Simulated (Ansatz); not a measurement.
Mulliken charges of H₅HfNO₃, SMILES `[NH2][Hf]([OH])([OH])[OH]` from PBE/def2-TZVPP in Ansatz (PBE0-D4/def2-TZVP geometry).

```csv
atom,x (Å),y (Å),z (Å),charge (e)
N1,-1.399,0.255,-1.064,-0.429
Hf2,0.174,-0.078,0.194,0.816
O3,0.598,-1.963,0.076,-0.393
O4,-0.370,0.531,1.949,-0.393
O5,1.737,0.941,-0.355,-0.396
H6,-1.630,-0.299,-1.875,0.140
H7,-2.116,0.954,-0.934,0.140
H8,1.144,-2.738,0.156,0.171
H9,-0.240,0.842,2.839,0.171
H10,2.102,1.555,-0.986,0.174
```

Problem. By hand: the dipole of these point charges (1 e Å = 4.8032 D).

Solution. Σ q r = (-0.039, 0.055, -0.093) e Å, of length 0.115 e Å = 0.55 D.

Problem. How does the dipole of the full density compare? (Estimate.)

Solution. Ansatz gave: (0.088, 0.053, -0.025) e Å, 0.51 D; the point charges give 1.08 times that, at 81° from its direction.

Point charges leave out the atoms' own dipoles, such as those of lone pairs, and Mulliken's split depends on the basis, so the two needn't agree.
